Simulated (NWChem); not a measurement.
System: BiBr$_{2}$Cl; SMILES [Cl][Bi]([Br])[Br]

```xyz
4

Bi    -0.4405     0.5100     0.0000
Cl    -2.1243    -1.2853     0.0000
Br     1.0383    -0.2925     1.9917
Br     1.0383    -0.2925    -1.9917
```
Atoms are numbered in this order, from 1.

Program: NWChem. Coordinates come from a PBE0/def2-SVP optimisation. def2 effective core potentials on Bi; no spin-orbit coupling.

For level PBE/def2-TZVPP:

```
Quantity                     Value
---------------------------  -----
highest occupied level (eV)  -7.22
```

Q: How do the values read with level PBE/def2-SVP instead?

A: 
- highest occupied level (eV): -7.02
